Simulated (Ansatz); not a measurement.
Reaction (ligand exchange at a Ga–N bond): `[OH][GaH][NH][InH2]` + H₂Se → `[OH][GaH][SeH]` + `[NH2][InH2]`

Computed with Ansatz on PBE0-D4/def2-TZVP structures; ΔE is electronic, products minus reactants. CBS: MP2 limit from def2 TZ/QZ plus the TZ coupled-cluster correction, frozen cores. DFT in def2-TZVPP. B3LYP here is the variant with VWN-RPA as its local correlation; programs differ in this. Elements past krypton have def2 core potentials. For Ga, In, Se outer-core shells are correlated without core-valence functions, which leaves a few kJ/mol of doubt a bond. Scalar relativity is left out up to krypton. Each species was taken in one conformer, which may not be the lowest.

(1) Is it downhill or uphill in electronic energy at CCSD(T)/CBS, and by how much? (An estimate is asked.)

(2) What do these levels give: B3LYP-D4, r2SCAN0-D4, B2PLYP, PBE, BLYP, r2SCAN, PBE0, B3LYP, r2SCAN0, BHLYP, CCSD(T)/def2-TZVPP, CCSD/CBS(def2)? (Best estimate.)

(3) What do rigid-rotor, harmonic-oscillator terms from PBE0-D4/def2-TZVP frequencies (298.15 K, 1 bar) make of the CCSD(T)/CBS value? (Estimate.)

Largest T1 diagnostic among the species: 0.016.

## Answers

(1) Computed: Downhill: ΔE = -0.49 eV.

(2) Ansatz gave: B3LYP-D4 -0.57, r2SCAN0-D4 -0.60, B2PLYP -0.53, PBE -0.62, BLYP -0.58, r2SCAN -0.59, PBE0 -0.63, B3LYP -0.59, r2SCAN0 -0.61, BHLYP -0.60, CCSD(T)/def2-TZVPP -0.46, CCSD/CBS(def2) -0.50 eV.

(3) Ansatz gave: ΔZPE = +0.10 eV, ΔH = -0.40 eV, ΔS = 8 J/(mol·K), ΔG = -0.42 eV.

At CCSD(T), def2-SVP lies +0.12 eV from the extrapolated value and def2-TZVPP +0.02 eV. In def2-TZVPP, CCSD(T) changes the Hartree–Fock value by +0.14 eV (the triples alone add +0.01 eV) and MP2 by +0.15 eV. Leaving LDA and LC-ωPBE aside and taking each functional with its dispersion term where it has one, the values, not all of them listed here, spread over 0.09 eV, from HSE06-D4 to CAM-B3LYP-D4. LDA lies +0.05 eV from PBE without D4.
